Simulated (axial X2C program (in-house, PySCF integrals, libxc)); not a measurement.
## Worked dissociation energy of AuB⁻: PW91, with spin–orbit coupling

All values were computed with an in-house all-electron X2C program for linear molecules (integrals from PySCF). Two-component (2c) means X2C with spin–orbit coupling and atomic mean-field two-electron Coulomb and Gaunt terms. Basis: Au dyall-acv3z [14s15p10d6f4g], B dyall-av3z [8s7p3d2f] (cores contracted in-house); Gaussian nuclei, density fitting, unrestricted open shells. Masses: Au 196.967 u, B 11.009 u.

Molecular state: Ω = 1/2 (⟨Sz⟩ = -0.46, ⟨Lz⟩ = 0.96 at PW91).

```
E(Au-) (2M_J = 0) : -19019.207544 hartree
E(B) (2M_J = 1)   : -24.643196 hartree
E(AuB⁻) at Re     : -19043.953556 hartree
ωe                : 625.6 cm⁻¹
ωexe              : 5.03 cm⁻¹
```

(1) Work out De and D0.

The state is one determinant whose occupation by symmetry is held fixed; it was picked as the lowest of a PBE0 search that is not exhaustive. Dissociation energies refer to the lowest single-determinant-based atoms at the same level and basis. Density functionals use the spin component along the axis (collinear). In 2c an atomic determinant is not the ground J level, so De misses part of the atomic spin–orbit lowering. This holds for PW91. The functionals have no current-density term, which raises determinants with orbital currents, atoms included. The highest occupied level of some functionals is positive through self-interaction error; at Hartree–Fock it is bound.

Each atomic determinant is the lowest at this level and need not be a pure J level. Totals compare only within one Hamiltonian and basis.

## Answers

(1) De = -19019.207544 + (-24.643196) − (-19043.953556) = 0.10282 hartree = 2.798 eV. The zero-point energy is ωe/2 − ωexe/4 = 312 cm⁻¹ = 0.039 eV, so D0 = 2.759 eV.
